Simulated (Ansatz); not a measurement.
CH6BFSn can be A, `FC[BH][SnH3]`, or B, `C[B](F)[SnH3]`.

Calculated with Ansatz (gas phase, PBE0-D4/def2-TZVP geometries, no zero-point term in ΔE). CCSD(T)/CBS is the MP2 limit (def2-TZVPP, def2-QZVPP) plus CCSD(T) − MP2 in def2-TZVPP, frozen cores. DFT in def2-TZVPP. B3LYP here is the variant with VWN-RPA as its local correlation; programs differ in this. def2 core potentials past Kr. For Sn outer-core shells are correlated without core-valence functions, which leaves a few kJ/mol of doubt a bond. Each species was taken in one conformer, which may not be the lowest.

A:

Z-matrix (Å, degrees):
```
C
B 1 1.544
F 1 1.389 2 115.8
H 1 1.102 2 109.5 3 122.5
H 1 1.102 2 109.5 3 -122.5
Sn 2 2.249 1 121.3 3 0.0
H 2 1.196 1 116.1 3 180.0
H 6 1.710 2 112.4 1 -179.2
H 6 1.708 2 110.6 1 60.5
H 6 1.708 2 110.8 1 -58.8
```

B:

```xyz
10

C    -0.807   -1.334   -0.660
B     0.446   -0.418   -0.549
F     1.519   -0.688   -1.280
Sn    0.559    1.398    0.828
H    -1.044   -1.758    0.322
H    -1.684   -0.738   -0.936
H    -0.688   -2.147   -1.380
H     2.049    2.226    0.725
H    -0.683    2.518    0.466
H     0.333    0.941    2.462
```

Problem. Which is lower in electronic energy at CCSD(T)/CBS, and by how much? (An estimate is asked.)

Solution. Computed: B, by 241.5 kJ/mol.

Problem. Give E(B) − E(A) in kJ/mol with ωB97M-V, PBE0-D4, r2SCAN-D4, B2PLYP, PBE-D4, CCSD/def2-TZVPP, B3LYP. (An estimate is asked.)

Solution. The calculation gave: ωB97M-V -239.4, PBE0-D4 -238.0, r2SCAN-D4 -242.0, B2PLYP -241.7, PBE-D4 -236.2, CCSD/def2-TZVPP -240.0, B3LYP -237.2. None reverses the order clearly.

Largest T1 diagnostic: 0.014.

In def2-TZVPP, CCSD(T) changes the Hartree–Fock value by −7.9 kJ/mol (the triples alone add −1.3 kJ/mol) and MP2 by −16.1 kJ/mol.
